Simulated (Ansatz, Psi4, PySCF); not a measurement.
H₁₀Si₄, charge +1, doublet, geometry from GFN2-xTB (a state made from the parent by changing its charge; the spin is typed, not shown lowest), atoms displaced at random by about 0.03 Å a coordinate. Base run: R2SCAN/STO-3G, gradient (PySCF).

PySCF was given this input:
```python
from pyscf import gto, scf, dft

mol = gto.M(
    atom='''
Si    2.14535825   -0.97619897    0.84031436
Si    0.98061627    1.06523910    0.64244037
Si   -0.68101180    0.53832431   -1.20491174
Si   -2.44211721   -0.63118369   -0.20878900
H     2.70330309   -1.01581805    2.23784281
H     1.18781982   -1.99574025    0.58591338
H     3.28224063   -0.98538198   -0.15342876
H     1.65654274    2.23932289    0.19515003
H     0.11447709    1.47098480    1.66928246
H     0.18808810   -0.08782430   -2.27514644
H    -0.92803320    1.88162366   -1.77483148
H    -3.52088193    0.38628801    0.20266734
H    -2.96103415   -1.54502645   -1.19244423
H    -1.89461966   -1.29720312    0.90107650
''',
    basis='sto-3g',
    charge=1,
    spin=1,
    verbose=3,
)

mf = dft.UKS(mol)
mf.xc = 'r2scan'
mf.kernel()
g = mf.nuc_grad_method()
grad = g.kernel()
```

Programs used: Ansatz (a program for electronic structure), Psi4, PySCF; a row that names a program was run with it.

The coordinate followed is x of atom 2.

The base run was repeated with changes; each row names its change, and settings that it needs were set with it.

```
change                                                  dE/dx (Eh/bohr)  net force (Eh/bohr)
------------------------------------------------------  ---------------  -------------------
base                                                          -0.006465             0.001042
grids.level = 5; grid_response = on                           -0.006560             0.000000
grids.level = 0; grid_response = off                          -0.008495             0.012769
code = ansatz                                                 -0.006569             0.000000
conv_tol = 1e-4                                               -0.006513             0.001046
finite difference step (bohr) = 1e-5; conv_tol = 1e-11        -0.006557                    -
finite difference step (bohr) = 0.01; conv_tol = 1e-11        -0.006557                    -
finite difference step (bohr) = 1e-4; conv_tol = 1e-11        -0.006557                    -
conv_tol = 1e-11                                              -0.006465             0.001042
density fitting = on; auxbasis_response = off                 -0.006473             0.001109
grid_response = on                                            -0.006557             0.000000
code = psi4                                                   -0.006586             0.000466
```

The net force is zero for an exact gradient.

Open shells are given as the SCF converged; they aren't shown to be the lowest states, and a large step between rows can be another state.
